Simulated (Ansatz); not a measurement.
A nudged elastic band was laid between two geometries of C$_{2}$H$_{6}$SeTe (10 atoms, charge 0, multiplicity 1).

The calculation used RKS PBE/def2-SVP in Ansatz.

```yaml
movable_images: 8
climbing_image: no
spring: 5.0 eV/Å²
optimiser: quadratic models (default)
start_path: IDPP
force_threshold: 0.05 eV/Å
iteration_limit: 60
end_points: relaxed
```

Image 0:

```xyz
10
Properties=species:S:1:pos:R:3
C -0.163 1.033 0.180
C -0.409 -0.454 -0.016
Se 0.843 -1.621 0.979
Te -0.316 -1.091 -2.126
H 0.863 1.319 -0.124
H -0.885 1.635 -0.410
H -0.285 1.305 1.251
H -1.442 -0.739 0.267
H 0.632 -0.950 2.299
H 1.245 -0.487 -2.297
```

Image 9:

```xyz
10
Properties=species:S:1:pos:R:3
C -0.172 1.262 0.031
C -0.368 -0.242 0.196
Se 0.958 -0.908 1.508
Te -0.370 -1.325 -1.735
H 0.830 1.500 -0.378
H -0.929 1.680 -0.661
H -0.274 1.779 1.011
H -1.377 -0.468 0.592
H 0.524 -2.325 1.431
H 1.261 -1.003 -1.990
```

Problem. Which bonds break or form, and what moves?

Solution. No bond is made or broken. The dihedral H8–C2–Se3–H9 goes from -73 to 60°.

Problem. What energy profile does the band end with?

Solution. It converged. The highest image is number 5 of 0 to 9, 0.105 eV above the first end and 0.079 eV above the last; the last end lies 0.027 eV above the first. No image climbed, so the highest image needn't sit at the top of the path.

```tsv
image	path coordinate (Å)	energy (eV)	dihedral H8–C2–Se3–H9 (°)
0	0.00	0.000	-73
1	0.30	0.012	-60
2	0.60	0.044	-46
3	0.89	0.081	-31
4	1.19	0.105	-15
5	1.49	0.105	2
6	1.79	0.085	18
7	2.09	0.056	33
8	2.38	0.034	47
9	2.68	0.027	60
```

Problem. What is the geometry of the highest image?

Solution. 
```xyz
10
Properties=species:S:1:pos:R:3:forces:R:3
C -0.086 1.196 -0.019 0.01 0.00 0.00
C -0.296 -0.307 0.123 -0.01 -0.01 -0.01
Se 1.098 -1.120 1.284 0.01 0.01 0.02
Te -0.513 -1.313 -1.847 0.00 -0.01 0.01
H 0.890 1.430 -0.491 0.00 0.01 0.00
H -0.879 1.646 -0.650 0.00 0.00 0.00
H -0.101 1.681 0.980 0.00 0.01 0.00
H -1.267 -0.533 0.603 0.00 0.01 0.00
H 0.137 -1.702 2.254 0.00 -0.03 -0.02
H 1.100 -1.030 -2.235 0.00 0.00 0.00
```

The band took 6 iterations and of the order of 4 core-minutes.

The run took 2.3 min on 2 threads of Arm Neoverse V1, with other jobs on the host, peak memory 0.17 GiB.
